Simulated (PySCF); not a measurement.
Compound: bis(E-2-bromo-1-methyl-1-propenyl) selenide, C₈H₁₂Br₂Se.
Numbering: `[CH3:1]/[C:2]([Br:3])=[C:4](/[CH3:5])[Se:6]/[C:7]([CH3:8])=[C:9](\[CH3:10])[Br:11]` (hydrogens: H12, H13, H14 on C1; H15, H16, H17 on C5; H18, H19, H20 on C8; H21, H22, H23 on C10)

Level of theory: PBE0-D3(BJ)/def2-SVP geometry optimisation, gas phase in PySCF.

(1) What internal coordinates does the optimisation give?

## Answers

(1) 
| bond | length (Å) |
| --- | --- |
| C1–C2, C9–C10 | 1.491 |
| C2–Br3, C9–Br11 | 1.911 |
| C2=C4, C7=C9 | 1.345 |
| C4–C5, C7–C8 | 1.493 |
| C4–Se6, Se6–C7 | 1.925 |
| C1–H12 and 5 like bonds | 1.100 |
| C5–H15 and 5 like bonds | 1.100 |

Bonds in one row agree within 0.01 Å and their mean is given. A selection of angles:
| angle | degrees |
| --- | --- |
| C2–C1–H12 | 110.2 |
| C2–C1–H14 | 110.8 |
| H12–C1–H13 | 109.4 |
| H12–C1–H14 | 107.1 |
| C1–C2–Br3 | 112.1 |
| C1–C2–C4 | 128.6 |
| Br3–C2–C4 | 119.2 |
| C2–C4–C5 | 126.8 |
| C2–C4–Se6 | 118.3 |
| C5–C4–Se6 | 114.8 |
| C4–C5–H15 | 110.5 |
| C4–C5–H16 | 110.3 |
| H15–C5–H16 | 106.8 |
| H15–C5–H17 | 109.0 |
| C4–Se6–C7 | 97.3 |

Dihedral angles: C1–C2–C4–C5 -179° (antiperiplanar); C2–C4–Se6–C7 -127° (anticlinal); C4–Se6–C7–C8 56° (synclinal); Se6–C7–C9–C10 5° (synperiplanar). The mirror-image conformer, all signs reversed, is as good.

Se6 (selenium bonded to 2 C) is bent (angle 97.3°). The C–C distances run from 1.345 Å (C7=C9, drawn double) to 1.493 Å (C4–C5, drawn single), a spread of 0.148 Å. Of the pairs four or more bonds apart, Se6···H13 is among the closest relative to their van der Waals radii: 2.69 Å, 87 % of the sum of Bondi's values.

Point group: C2 (every atom within 0.08 Å of its image). Whether it is a minimum is left open (no frequencies). One conformer, not necessarily the lowest.
